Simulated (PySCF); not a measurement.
C₂H₆BFO.
Atom-mapped SMILES: `[BH2:1][O:2][C@H:3]([CH3:4])[F:5]` (hydrogens: H6, H7 on B1; H8 on C3; H9, H10, H11 on C4)

Method: PBE0-D3(BJ)/def2-SVP geometry optimisation, gas phase (PySCF 2.14.0); density fitting, grid level 1; the optimiser is geomeTRIC in internal coordinates, started from a GFN2-xTB structure with every atom displaced at random (about 0.01 Å).

Step 0: E = -7598.8027 eV
```
atom  x, y, z in Å  |  force x, y, z in eV/Å
B1      2.0623    0.0446    0.0546   -1.415   0.962   0.560
O2      0.7860    0.3565    0.4036    0.251  -0.038  -0.077
C3     -0.3332   -0.4262    0.1111    0.874  -0.463   0.529
C4     -1.4948    0.4448   -0.1917   -1.460  -0.989   1.227
F5     -0.5775   -1.1946    1.2256   -0.143   0.241  -0.227
H6      2.2891   -0.8754   -0.6056    0.266  -1.273  -0.793
H7      2.8605    0.8262    0.4129    0.712   0.441   0.278
H8     -0.0876   -1.1394   -0.6939   -0.032   0.037  -0.186
H9     -1.3481    1.0189   -1.0705    0.272   0.742  -1.208
H10    -2.4018   -0.1960   -0.3116    0.459   0.319  -0.101
H11    -1.7089    1.1163    0.6532    0.216   0.022  -0.002
```

Step 1: E = -7598.9158 eV
```
atom  x, y, z in Å  |  force x, y, z in eV/Å
B1      2.0081    0.1043    0.0159    0.288  -0.496  -0.071
O2      0.7804    0.3468    0.4943   -0.188   0.145   0.121
C3     -0.3210   -0.4488    0.1834   -0.150   0.091  -0.202
C4     -1.4916    0.4214   -0.1870    0.257   0.178  -0.253
F5     -0.6305   -1.1784    1.2869    0.043  -0.068   0.091
H6      2.1767   -0.8490   -0.7363   -0.001   0.271   0.088
H7      2.9042    0.8154    0.3966   -0.014   0.073  -0.072
H8     -0.0510   -1.1569   -0.6243    0.017   0.017   0.058
H9     -1.2380    1.0402   -1.0699   -0.085  -0.157   0.229
H10    -2.3573   -0.2025   -0.4269   -0.153  -0.068  -0.008
H11    -1.7340    1.0832    0.6551   -0.013   0.014   0.020
```

Step 2: E = -7598.9193 eV
```
atom  x, y, z in Å  |  force x, y, z in eV/Å
B1      2.0184    0.0712    0.0424    0.033   0.193  -0.287
O2      0.7819    0.3340    0.5033   -0.036  -0.007   0.017
C3     -0.3272   -0.4497    0.1823    0.009  -0.016  -0.038
C4     -1.4927    0.4253   -0.1905    0.063   0.002  -0.030
F5     -0.6369   -1.1811    1.2870   -0.042  -0.052   0.045
H6      2.2080   -0.8335   -0.7483   -0.058  -0.041   0.142
H7      2.8905    0.8354    0.3742    0.043  -0.069   0.104
H8     -0.0547   -1.1609   -0.6198   -0.006   0.007  -0.010
H9     -1.2413    1.0387   -1.0680   -0.013  -0.025   0.024
H10    -2.3697   -0.1933   -0.4267    0.013   0.007   0.029
H11    -1.7305    1.0897    0.6519   -0.006   0.001   0.004
```

**Question.** Estimate the geometry and energy of step 3. (The exact step hangs on the optimiser's Hessian estimate; all steps are aligned on step 2, rigid shifts and turns removed.)

**Answer.** E = -7598.9251 eV, largest force 0.119 eV/Å
```
atom  x, y, z in Å  |  force x, y, z in eV/Å
B1      2.0182    0.0819    0.0352   -0.010   0.046  -0.110
O2      0.7808    0.3432    0.4968   -0.010   0.033   0.010
C3     -0.3249   -0.4470    0.1778    0.016  -0.006  -0.006
C4     -1.4933    0.4239   -0.1906    0.006  -0.016   0.004
F5     -0.6308   -1.1818    1.2828   -0.012  -0.019   0.009
H6      2.1932   -0.8420   -0.7322    0.002  -0.024   0.042
H7      2.9025    0.8265    0.3807   -0.005  -0.027   0.045
H8     -0.0514   -1.1563   -0.6256    0.002   0.006  -0.006
H9     -1.2479    1.0385   -1.0673   -0.001  -0.001  -0.012
H10    -2.3693   -0.1977   -0.4233    0.013   0.010   0.024
H11    -1.7311    1.0864    0.6535   -0.002  -0.001  -0.001
```

The energy changes by -0.0059 eV. The first-order estimate −F·Δx gives -0.0092 eV and the mean of the old and new forces, exact on a quadratic surface, -0.0061 eV. The step makes an angle of 54° with the force vector and moves no atom by more than 0.023 Å.

What follows is the cost of the whole optimisation. The run took 44 s wall on one thread of an Arm Neoverse N1, no GPU, shared host with 64 logical CPUs at a one-minute load of 39, and the process peaked at 0.41 GiB of memory.
